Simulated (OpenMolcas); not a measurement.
An OpenMolcas run meant for In+ (ANO-R1, X2C; inactive shells 1s 2s 2p 3s 3p 3d 4s 4p 4d; intended active space 2 electrons in 9 orbitals (RAS2 5s 5p; RAS3 5d, at most 2 electrons)). One step of its input:

```
&CASPT2
Multistate=3 1 2 3
Frozen=9 9
IPEA=0.25
Imaginary=5.0
MaxIter=60
WThr=0.0 0.3 0.05
PrWF=0.5
NoMix
```

The run finished. Its levels beside those of a sound run (SS-RASPT2, IPEA 0.25 Eh, imaginary shift 0.1 Eh (closed shells correlated: 4d)), in eV above each run's lowest level:

| Level | This run | Usual run |
| --- | --- | --- |
| 5s2 1S0 | 0.0000 | 0.0000 |
| 5s 5p 3P* 0 | 4.9543 | 5.2717 |
| 5s 5p 3P* 1 | 5.0804 | 5.3970 |
| 5s 5p 3P* 2 | 5.3541 | 5.6715 |
| 5s 5p 1P* 1 | 8.0896 | 8.0840 |

Problem. Which setting is unsound, and how much does it matter here?

Solution. The level shift is far above the usual 0.1 to 0.3 hartree and damps the second-order energy. Against the sound run the excited levels shown move by 1900 cm-1 on average and by 2600 cm-1 at most.

Active for correlation alone: 5d; no level in the range computed is led by a configuration that fills it, so any true level of that kind is missing. Levels of configurations outside the active space are missing.

* marks odd parity.
